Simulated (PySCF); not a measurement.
F$_{3}$OSi (SMILES [O][Si](F)(F)F), doublet, geometry from GFN2-xTB; MP2/def2-SVP run with PySCF.

Here is a job for PySCF.
```python
from pyscf import gto, scf, mp

mol = gto.M(
    atom='''
O     1.63806956   -0.17665341    0.19951219
Si    0.09099432   -0.00981305    0.01108285
F    -0.34921159    1.48117889   -0.30939957
F    -0.74988398   -0.42632996    1.29131116
F    -0.49851299   -0.88255894   -1.17649576
''',
    basis='def2-svp',
    spin=1,
    verbose=4,
)

mf = scf.UHF(mol)
mf.kernel()

pt = mp.MP2(mf, frozen=9)
pt.kernel()
print('E(MP2) = %.10f' % pt.e_tot)
mf.analyze()
```

Output, abridged:

```
PySCF version 2.14.0

[INPUT] verbose = 4
[INPUT] num. atoms = 5
[INPUT] num. electrons = 49
[INPUT] charge = 0
[INPUT] spin (= nelec alpha-beta = 2S) = 1
[INPUT] symmetry False subgroup None
[INPUT] Mole.unit = angstrom
[INPUT] Symbol           X                Y                Z      unit          X                Y                Z       unit  Magmom
[...]
nuclear repulsion = 258.150409021154
number of shells = 32
number of NR pGTOs = 132
number of NR cGTOs = 74
basis = def2-svp
ecp = {}

******** <class 'pyscf.scf.uhf.UHF'> ********
method = UHF
initial guess = minao
damping factor = 0
level_shift factor = 0
DIIS = <class 'pyscf.scf.diis.CDIIS'>
diis_start_cycle = 1
diis_space = 8
diis_damp = 0
SCF conv_tol = 1e-09
SCF conv_tol_grad = None
SCF max_cycles = 50
direct_scf = True
direct_scf_tol = 1e-13
number electrons alpha = 25  beta = 24
Set gradient conv threshold to 3.16228e-05
init E= -662.030487719263

cycle= 1 E= -661.770117402524  delta_E= 0.26  |g|= 0.537  |ddm|= 1.74
cycle= 2 E= -661.859276706755  delta_E= -0.0892  |g|= 0.272  |ddm|= 0.565
cycle= 3 E= -661.883653292221  delta_E= -0.0244  |g|= 0.0427  |ddm|= 0.184
cycle= 4 E= -661.884681333591  delta_E= -0.00103  |g|= 0.0104  |ddm|= 0.0404
cycle= 5 E= -661.884787884957  delta_E= -0.000107  |g|= 0.00397  |ddm|= 0.0139
cycle= 6 E= -661.88480734113  delta_E= -1.95e-05  |g|= 0.00179  |ddm|= 0.00587
cycle= 7 E= -661.884811312543  delta_E= -3.97e-06  |g|= 0.000628  |ddm|= 0.00309
cycle= 8 E= -661.884811871123  delta_E= -5.59e-07  |g|= 0.000162  |ddm|= 0.00135
cycle= 9 E= -661.884811902147  delta_E= -3.1e-08  |g|= 6.88e-05  |ddm|= 0.000301
cycle= 10 E= -661.88481190535  delta_E= -3.2e-09  |g|= 2.58e-05  |ddm|= 7.81e-05
cycle= 11 E= -661.884811906088  delta_E= -7.38e-10  |g|= 7.54e-06  |ddm|= 4.39e-05
Extra cycle  E= -661.884811906176  delta_E= -8.82e-11  |g|= 5.64e-06  |ddm|= 8.82e-06
converged SCF energy = -661.884811906176  <S^2> = 0.75405159  2S+1 = 2.0040475

******** <class 'pyscf.mp.ump2.UMP2'> ********
nocc = (np.int64(16), np.int64(15)), nmo = (65, 65)
frozen orbitals 9
E(UMP2) = -662.659234373633  E_corr = -0.774422467457576
E(SCS-UMP2) = -662.629286201756  E_corr = -0.744474295580401
E_corr(same-spin) = -0.213268460040797
E_corr(oppo-spin) = -0.561154007416779
E(MP2) = -662.6592343736
**** SCF Summaries ****
Total Energy =                        -661.884811906175855
Nuclear Repulsion Energy =             258.150409021154189
One-electron Energy =                -1435.009353985956295
Two-electron Energy =                  514.974133058626194
Two-electron Coulomb Energy =          574.043372722447884
DFT Exchange-Correlation Energy =      -59.069239663821691
**** MO energy ****
                             alpha | beta                alpha | beta
[...]
To work with the spin densities directly, `use mulliken_meta_spin()` only printing them here.

 ** Mulliken spin pop alpha/beta on meta-lowdin orthogonal AOs **
 ** Mulliken Spin Density (per AO)  **
spin_pop of  0 O 1s       -0.00000
spin_pop of  0 O 2s        0.01758
spin_pop of  0 O 3s       -0.00036
spin_pop of  0 O 2px       0.01210
spin_pop of  0 O 2py       0.21016
spin_pop of  0 O 2pz       0.75733
spin_pop of  0 O 3px      -0.00009
spin_pop of  0 O 3py      -0.00039
spin_pop of  0 O 3pz      -0.00004
spin_pop of  0 O 3dxy      0.00028
spin_pop of  0 O 3dyz     -0.00006
spin_pop of  0 O 3dz^2    -0.00029
spin_pop of  0 O 3dxz      0.00088
spin_pop of  0 O 3dx2-y2   -0.00008
spin_pop of  1 Si 1s        0.00000
spin_pop of  1 Si 2s       -0.00000
spin_pop of  1 Si 3s       -0.00942
spin_pop of  1 Si 4s       -0.00054
spin_pop of  1 Si 2px       0.00000
spin_pop of  1 Si 2py      -0.00000
spin_pop of  1 Si 2pz       0.00000
spin_pop of  1 Si 3px      -0.01075
spin_pop of  1 Si 3py      -0.00207
spin_pop of  1 Si 3pz       0.01294
spin_pop of  1 Si 4px      -0.00158
spin_pop of  1 Si 4py       0.00006
spin_pop of  1 Si 4pz       0.00023
spin_pop of  1 Si 3dxy     -0.00036
spin_pop of  1 Si 3dyz     -0.00014
spin_pop of  1 Si 3dz^2    -0.00042
spin_pop of  1 Si 3dxz      0.00223
spin_pop of  1 Si 3dx2-y2   -0.00051
spin_pop of  2 F 1s       -0.00000
spin_pop of  2 F 2s       -0.00033
spin_pop of  2 F 3s       -0.00011
spin_pop of  2 F 2px      -0.00092
spin_pop of  2 F 2py      -0.00075
spin_pop of  2 F 2pz       0.00197
spin_pop of  2 F 3px      -0.00001
spin_pop of  2 F 3py      -0.00001
spin_pop of  2 F 3pz       0.00000
spin_pop of  2 F 3dxy      0.00000
spin_pop of  2 F 3dyz      0.00000
spin_pop of  2 F 3dz^2    -0.00000
spin_pop of  2 F 3dxz     -0.00000
spin_pop of  2 F 3dx2-y2   -0.00001
spin_pop of  3 F 1s       -0.00000
spin_pop of  3 F 2s        0.00019
spin_pop of  3 F 3s       -0.00005
spin_pop of  3 F 2px       0.00337
spin_pop of  3 F 2py       0.00089
spin_pop of  3 F 2pz      -0.00031
spin_pop of  3 F 3px      -0.00005
spin_pop of  3 F 3py      -0.00001
spin_pop of  3 F 3pz      -0.00001
spin_pop of  3 F 3dxy     -0.00000
spin_pop of  3 F 3dyz      0.00001
spin_pop of  3 F 3dz^2    -0.00001
spin_pop of  3 F 3dxz      0.00000
spin_pop of  3 F 3dx2-y2   -0.00000
spin_pop of  4 F 1s       -0.00000
spin_pop of  4 F 2s        0.00085
spin_pop of  4 F 3s        0.00004
spin_pop of  4 F 2px       0.00777
spin_pop of  4 F 2py       0.00028
spin_pop of  4 F 2pz       0.00063
spin_pop of  4 F 3px      -0.00009
spin_pop of  4 F 3py      -0.00002
spin_pop of  4 F 3pz      -0.00003
spin_pop of  4 F 3dxy     -0.00000
spin_pop of  4 F 3dyz      0.00001
spin_pop of  4 F 3dz^2     0.00000
spin_pop of  4 F 3dxz     -0.00001
spin_pop of  4 F 3dx2-y2    0.00000
 ** Mulliken Spin Density (per atom)  **
spin density of  0 O =      0.99702
spin density of  1 Si =     -0.01032
spin density of  2 F =     -0.00016
spin density of  3 F =      0.00403
spin density of  4 F =      0.00943
 ** Mulliken pop alpha/beta on meta-lowdin orthogonal AOs **
 ** Mulliken pop       alpha | beta **
In total            25.00000 | 24.00000
 ** Mulliken atomic charges   ( Nelec_alpha | Nelec_beta ) **
charge of  0O =     -0.40749  (     4.70225      3.70524 )
charge of  1Si =      1.92421  (     6.03274      6.04306 )
charge of  2F =     -0.50854  (     4.75419      4.75435 )
charge of  3F =     -0.50583  (     4.75493      4.75090 )
charge of  4F =     -0.50236  (     4.75589      4.74646 )
Dipole moment(X, Y, Z, Debye):  1.17310, -0.14825,  0.13375
```
